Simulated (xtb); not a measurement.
xtb input:

```bash
xtb mol.xyz --gfn 1 --sp --chrg 1 --uhf 0
```
mol.xyz:
```
16

C     -2.41210210     0.78899576    -0.93506274
Si    -1.36423713    -0.65311489    -0.48207749
O     -0.21556554    -0.09084912     0.78215978
Si     1.58523712    -0.23242545     0.79625924
C      2.22168122     0.95282110    -0.45773064
H     -1.81595159     1.61715245    -1.32085432
H     -3.00676829     1.14090198    -0.08957031
H     -3.11209561     0.48526789    -1.71881834
H     -2.05869147    -1.76829075     0.17527569
H     -0.38194991    -1.08773235    -1.48515599
H     -0.60339805     0.24420040     1.60460971
H      1.77950259    -1.65422679     0.48528526
H      1.84434815     0.10731803     2.20277506
H      1.87806286     0.70447361    -1.46321033
H      3.31452305     0.90493715    -0.46514507
H      1.93546805     1.97945518    -0.22425400
```

### Question
Predict the final energy.

### Answer
-18.23865 Eh (GFN1-xTB).

It need not be the lowest isomer of its formula.
